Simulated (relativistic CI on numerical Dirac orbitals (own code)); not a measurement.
d1 to d9 in one octahedral field

Computed with a parametric ligand-field model without spin-orbit coupling, by exact diagonalisation: B = 620, C = 2700, 10Dq = 21000 cm⁻¹ (Oh; |10Dq|/B = 33.9) for every shell. Energies in cm⁻¹; the field energy is (0.6 n_e − 0.4 n_t2) × 10Dq of the ground term; g labels are left out.

```csv
Shell,Ground term,Electrons in e,Field energy,First spin-allowed bands,Lowest term of other spin
d1,2T2,0.000,-8400,2E 21000,
d2,3T1,0.019,-16411,"3T2 19651, 3T1 27602",1T2 9407
d3,4A2,0.000,-25200,"4T2 21000, 4T1 27589",2E 12815
d4,3T1,0.029,-32988,"3E 18599, 3T1 19291",5E 4654
d5,2T2,0.052,-40904,"2A2 17829, 2T1 18043",6A1 7432
d6,1A1,0.039,-49571,"1T1 19223, 1T2 27441",3T1 13441
d7,2E,1.028,-37202,"2T1 19071, 2T2 19684",4T1 8063
d8,3A2,2.000,-25200,"3T2 21000, 3T1 27589",1E 10252
d9,2E,3.000,-12600,2T2 21000,
```

Low spin: d4, d5, d6, d7; the other shells keep the spin of the free ion. Only d4 to d7 can choose; the field needed to pair spins is smallest for d6 and largest for d5, which loses most exchange energy. In the strong-field picture 10Dq must exceed about 6B + 5C = 17220 (d4), 7.5B + 5C = 18150 (d5), 2.5B + 4C = 12350 (d6) and 4B + 4C = 13280 (d7); mixing of terms shifts these bounds somewhat.
